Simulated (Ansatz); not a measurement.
(H2Al-mu-OH)3 (Al₃O₃H₉), 15 atoms. Hardware: 4 threads of AMD EPYC 7B13 on a shared host.

Correlated methods freeze 18 core orbitals.

How many basis functions does each of these Ansatz runs have, and roughly what does it cost? PBE0-D4/def2-SVP, charge 0 singlet, energy, from earlier orbitals; PBE0-D4/def2-TZVP, charge 0 singlet, energy, from earlier orbitals; RPA@PBE/def2-TZVP, charge 0 singlet, energy, from earlier orbitals; PBE-D4/def2-TZVP, charge 0 singlet, energy and forces, from earlier orbitals; PBE0-D4/def2-TZVP, charge 1 doublet at the geometry of the charge 0 singlet, energy; B97M-V/def2-TZVP, charge 0 singlet, energy, from earlier orbitals; PBE-D4/def2-TZVP, charge 0 triplet at the geometry of the charge 0 singlet, energy, from earlier orbitals; HF/STO-3G, charge 0 singlet, energy; B3LYP-D4/6-31G, charge 0 singlet, energy; MP2/def2-TZVP, charge 0 singlet, energy, from earlier orbitals; r2SCAN-D4/def2-TZVP, charge 0 singlet, energy, from earlier orbitals; CCSD(T)/def2-SVP, charge 0 singlet, energy, from earlier orbitals.

Other jobs shared the machine, so times can vary by a factor of up to 3. A dash marks memory too small to be measured apart from the calling script's.

| run | functions | fitting or Cholesky vectors | wall time | peak host memory (GiB) |
| --- | --- | --- | --- | --- |
| HF/STO-3G, charge 0 singlet, energy | 51 | 643 | 0.25 s | – |
| B3LYP-D4/6-31G, charge 0 singlet, energy | 84 | 927 | 1.4 s | – |
| PBE0-D4/def2-SVP, charge 0 singlet, energy, from earlier orbitals | 141 | 1629 | 2 s | – |
| PBE-D4/def2-TZVP, charge 0 singlet, energy and forces, from earlier orbitals | 258 | 1626 | 3.1 s | – |
| MP2/def2-TZVP, charge 0 singlet, energy, from earlier orbitals | 258 | 1734 | 3.9 s | 0.75 |
| PBE0-D4/def2-TZVP, charge 0 singlet, energy, from earlier orbitals | 258 | 1686 | 4.3 s | 0.88 |
| r2SCAN-D4/def2-TZVP, charge 0 singlet, energy, from earlier orbitals | 258 | 1626 | 5.5 s | – |
| RPA@PBE/def2-TZVP, charge 0 singlet, energy, from earlier orbitals | 258 | 1734 | 7 s | 0.72 |
| B97M-V/def2-TZVP, charge 0 singlet, energy, from earlier orbitals | 258 | 1626 | 9.5 s | – |
| PBE0-D4/def2-TZVP, charge 1 doublet at the geometry of the charge 0 singlet, energy | 258 | 1686 | 10 s | 1.2 |
| CCSD(T)/def2-SVP, charge 0 singlet, energy, from earlier orbitals | 141 | 1323 | 14 s | 0.97 |
| PBE-D4/def2-TZVP, charge 0 triplet at the geometry of the charge 0 singlet, energy, from earlier orbitals | 258 | 1626 | 14 s | 0.95 |
